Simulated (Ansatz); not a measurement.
Reactions of Cl2H4OSi2 (`O[SiH2][SiH](Cl)Cl`).

Calculated with Ansatz (gas phase, PBE0-D4/def2-TZVP geometries, no zero-point term in ΔE). CBS: MP2 limit from def2 TZ/QZ plus the TZ coupled-cluster correction, frozen cores. This one scheme is used for every species. Functionals use def2-TZVPP. For Ge outer-core shells are correlated without core-valence functions, which leaves a few kJ/mol of doubt a bond. Scalar relativity is left out up to krypton. Each species was taken in one conformer, which may not be the lowest.

| reaction | MP2/CBS(def2) (kcal/mol) | PBE0-D4 (kcal/mol) | CCSD(T)/CBS(def2) (kcal/mol) |
| --- | --- | --- | --- |
| `O[SiH2][SiH](Cl)Cl` + SiH₄ → `O[SiH2][SiH]([SiH3])Cl` + HCl | 24.6 | 20.1 | 22.3 |
| `O[SiH2][SiH](Cl)Cl` + HCl → `Cl[SiH2][SiH](Cl)Cl` + H₂O | -3.7 | -3.4 | -2.7 |
| `O[SiH2][SiH](Cl)Cl` + `O[SiH2]S` → `O[SiH2]S[SiH](Cl)Cl` + `O[SiH3]` | -21.5 | -16.5 | -18.4 |
| `O[SiH2][SiH](Cl)Cl` + `[OH][GeH3]` → `Cl[SiH](Cl)[O][GeH3]` + `O[SiH3]` | -35.2 | -29.1 | -33.6 |
| `O[SiH2][SiH](Cl)Cl` + `CO[SiH](O)O` → `CO[SiH](O)O[SiH2]O` + `Cl[SiH2]Cl` | -34.9 | -29.1 | -33.7 |
| `O[SiH2][SiH](Cl)Cl` + CH₄ → `C[SiH2][SiH](Cl)Cl` + H₂O | 19.7 | 18.5 | 19.5 |

Largest T1 diagnostic: 0.012, for `O[SiH2][SiH]([SiH3])Cl`.
